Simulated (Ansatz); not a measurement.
Reactions of ClH$_{6}$NO$_{3}$Si$_{2}$ (`O[SiH](O)N[SiH](O)Cl`).

Computed with Ansatz on PBE0-D4/def2-TZVP structures; ΔE is electronic, products minus reactants. CCSD(T)/CBS adds triple-zeta CCSD(T) − MP2 to the extrapolated MP2 energy (def2 sets, frozen cores). This one scheme is used for every species, atoms too. Open shells (•) are unrestricted, without spin–orbit coupling. Spin–orbit coupling would lower the free atoms: a little for Cl, O, Si. For Br, Ge outer-core shells are correlated without core-valence functions, so the limit isn't a true one: a few kJ/mol of doubt a bond, and 10 to 20 or more in all where bonds break to atoms. Scalar relativity is left out up to krypton. Each species was taken in one conformer, which may not be the lowest.

```json
{"reaction": "`O[SiH](O)N[SiH](O)Cl` + `[SH][GeH2][Cl]` → `O[SiH](Cl)[S][GeH2][Cl]` + `N[SiH](O)O`", "MP2/CBS(def2) (kJ/mol)": "7"}
{"reaction": "`O[SiH](O)N[SiH](O)Cl` + H₂ → `O[SiH2]N[SiH](O)Cl` + H₂O", "MP2/CBS(def2) (kJ/mol)": "111"}
{"reaction": "`O[SiH](O)N[SiH](O)Cl` + HBr → `O[SiH](Cl)Br` + `N[SiH](O)O`", "MP2/CBS(def2) (kJ/mol)": "-18"}
{"reaction": "`O[SiH](O)N[SiH](O)Cl` + H₂ → `O[SiH](O)N[SiH2]Cl` + H₂O", "MP2/CBS(def2) (kJ/mol)": "101"}
{"reaction": "`O[SiH](O)N[SiH](O)Cl` + H–F → `O[Si@H](F)N[Si@H](O)Cl` + H₂O", "MP2/CBS(def2) (kJ/mol)": "-43"}
{"reaction": "`O[SiH](O)N[SiH](O)Cl` → Cl• + 6 H• + N• + 3 O• + 2 Si•", "MP2/CBS(def2) (kJ/mol)": "5171"}
{"reaction": "`O[SiH](O)N[SiH](O)Cl` + `[OH][GeH3]` → `O[SiH](O)[O][GeH3]` + `N[SiH](O)Cl`", "MP2/CBS(def2) (kJ/mol)": "-51"}
{"reaction": "`O[SiH](O)N[SiH](O)Cl` + HCl → `O[SiH](O)N[SiH](Cl)Cl` + H₂O", "MP2/CBS(def2) (kJ/mol)": "8"}
{"reaction": "`O[SiH](O)N[SiH](O)Cl` + `N[SiH](O)F` → `O[Si@H](F)N[Si@H](O)Cl` + `N[SiH](O)O`", "MP2/CBS(def2) (kJ/mol)": "3"}
{"reaction": "`O[SiH](O)N[SiH](O)Cl` + `O[SiH2]O` → `O[SiH2]O[SiH](O)O` + `N[SiH](O)Cl`", "MP2/CBS(def2) (kJ/mol)": "-52"}
```

(1) Give the CCSD(T)/CBS values in the same order. (Estimate.)

Largest T1 diagnostic: 0.012, for `O[SiH](O)[O][GeH3]`.

## Answers

(1) The calculation gave: 14, 106, -13, 95, -45, 5031, -51, 13, 3, -53 kJ/mol.
